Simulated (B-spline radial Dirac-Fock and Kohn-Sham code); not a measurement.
Calculated with an atomic code on a B-spline grid, using ΔSCF Dirac-Fock with Breit, self-energy and vacuum polarisation, finite nucleus, configuration average. Correlation energy is missing from these numbers.

Question: Identify the element and charge state from the binding energies below (tabulated ground configuration; the least bound level is included).

| level | binding energy (eV) |
| --- | --- |
| 2p3/2 | 8790.1 |
| 3s | 2454.2 |
| 3p3/2 | 2026.0 |
| 4s | 614.2 |
| 4p1/2 | 524.3 |
| 4p3/2 | 477.3 |
| 4f | 140.6 |

Answer: Tm⁸⁺: Z = 69 with 61 electrons, [Kr] 4d10 4f11 5s2 5p2.

Question: An atom or ion in its tabulated ground configuration has these computed binding energies (the last is its least bound level). Which is it?

```
level  binding energy (eV)
   1s              61644.2
   2s              10807.1
2p3/2               9256.2
   3s               2714.1
3p1/2               2488.5
4d5/2                486.3
   4f                297.5
```

Answer: Yb¹⁴⁺: Z = 70 with 56 electrons, [Kr] 4d10 4f10. The hydrogen-like estimate √(E/Ry) = 67.3 for the K level lies 2.7 below Z (screening lowers it, relativity raises it); the outermost level, at 297.5 eV, fixes the charge.
